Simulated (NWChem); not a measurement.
System: C2H6BFO; SMILES CB(O)CF

```xyz
11

C     -0.5462     1.9820     0.0090
B      0.0640     0.5319    -0.0143
O      1.4132     0.3505    -0.0069
C     -0.8251    -0.7935    -0.0200
F      0.0145    -1.9266     0.0157
H      0.1968     2.7557    -0.2669
H     -1.4353     2.0842    -0.6472
H     -0.8988     2.2128     1.0391
H      1.5909    -0.6158     0.0044
H     -1.4646    -0.8552    -0.9314
H     -1.5176    -0.8363     0.8527
```
Atoms are numbered in this order, from 1.

All runs: NWChem. Medium grid unless said otherwise, to which SCAN and Minnesota functionals are sensitive. All runs use the structure optimised with PBE-D3(BJ)/def2-SVP. Total energies of different functionals are on different scales.

```
level                                 energy (Ha)  highest occupied level (eV)  orbital gap (eV)  dipole (D)
------------------------------------  -----------  ---------------------------  ----------------  ----------
B3LYP/def2-SVP                          -279.5951                        -8.21              8.47        1.34
PBE/def2-SVP                            -279.2586                        -6.83              6.31        1.20
RPBE/def2-SVP                           -279.5764                        -6.79              6.35        1.15
TPSS/def2-SVP                           -279.6243                        -6.99              6.61        1.21
PW6B95/def2-SVP                         -279.9099                        -8.58              9.04        1.38
LDA (Slater exchange, VWN5)/def2-SVP    -277.3865                        -6.94              6.21        1.29
Hartree-Fock/def2-SVP                   -278.0619                       -12.38             16.64        1.81
BP86/def2-SVP                           -279.5805                        -6.94              6.36        1.22
PW91/def2-SVP                           -279.4822                        -6.90              6.32        1.21
BLYP/def2-SVP                           -279.4986                        -6.73              6.37        1.17
M05-2X/def2-SVP                         -279.5420                        -9.98             11.64        1.57
```
